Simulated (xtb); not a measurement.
C₄H₇NSi, SMILES C#CC(=C)[SiH2]N. All values are semi-empirical tight-binding results from xtb (GFN2-xTB unless named), good for trends rather than for accurate numbers. Geometry optimised at GFN2-xTB. The structure was generated by enumeration, and PubChem lists no compound with its InChIKey, so it may never have been made. One conformer was computed; it need not be the lowest.

Optimised geometry:

```xyz
13

C     -1.1643     2.2294     0.7126
C     -1.0467     1.0699     0.4190
C     -0.8275    -0.2775     0.0568
C     -1.7757    -1.1924     0.2629
Si     0.8744    -0.6645    -0.7118
N      2.2190    -0.0243     0.1580
H     -1.2988     3.2363     0.9750
H     -2.7315    -0.9459     0.7012
H     -1.6230    -2.2244    -0.0067
H      0.9411    -0.0448    -2.0362
H      1.0474    -2.1172    -0.7105
H      2.3635     0.9723     0.1463
H      2.4124    -0.3782     1.0814
```
Charge 0, spin multiplicity 1.

**Question.** Estimate the properties. (The exact figures need the calculation; the answer reports its results.)

**Answer.** 
```yaml
orbital_gap: 3.65 eV
dipole_moment: 0.91 D
zero_point_energy: 57.3 kcal/mol
G − E(el) at 298.15 K (modified RRHO): 36.7 kcal/mol
static polarisability (D4 model): 82.2 bohr³
solvation energy, GFN2-xTB/ALPB(water): -2.9 kcal/mol
solvation energy, GFN2-xTB/ALPB(chcl3): -5.6 kcal/mol
```

**Question.** Give the atomic charges and the Wiberg bond orders between heavy atoms. (Estimate from the structure and the level; the computed values follow.)

**Answer.** charges (e) C1 -0.12, C2 -0.03, C3 -0.07, C4 -0.08, Si5 0.48, N6 -0.41, H7 0.06, H8 0.03, H9 0.02, H10 -0.09, H11 -0.10, H12 0.15, H13 0.15. Bond orders C1–C2 2.80, C2–C3 1.14, C3–C4 1.87, C3–Si5 0.82, Si5–N6 1.14.
